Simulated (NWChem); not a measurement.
## Ionisation of tert-butyl chloride (C₄H₉Cl)

```xyz
14

C      0.8263    -0.7038     1.2586
C      0.3600     0.0100     0.0000
C      0.8263    -0.7038    -1.2586
C      0.7656     1.4751     0.0000
Cl    -1.4703    -0.0410     0.0000
H      1.9277    -0.6991     1.3030
H      0.4406    -0.2050     2.1592
H      0.4832    -1.7483     1.2681
H      0.4832    -1.7483    -1.2681
H      0.4406    -0.2050    -2.1592
H      1.9277    -0.6991    -1.3030
H      1.8649     1.5571     0.0000
H      0.3794     1.9900     0.8914
H      0.3794     1.9900    -0.8914
```
Charge 0, spin multiplicity 1.

Program: NWChem. Structure: optimised with PBE0/def2-SVP, held to Cs symmetry and with no frequency check, so it may be a saddle point.

Basis set: def2-SVP. −ε marks an orbital energy of the parent.

B3LYP has NWChem's definition, with VWN1-RPA local correlation.

### Question
For the first vertical ionisation energy, −ε(HOMO) of HF gives 11.42 eV and −ε(HOMO) of LDA (SVWN5) gives 6.62 eV. What do −ε(HOMO) of B3LYP, −ε(HOMO) of PBE, −ε(HOMO) of M06-2X give?

### Answer
−ε(HOMO) of B3LYP: 7.69 eV; −ε(HOMO) of PBE: 6.55 eV; −ε(HOMO) of M06-2X: 9.38 eV.
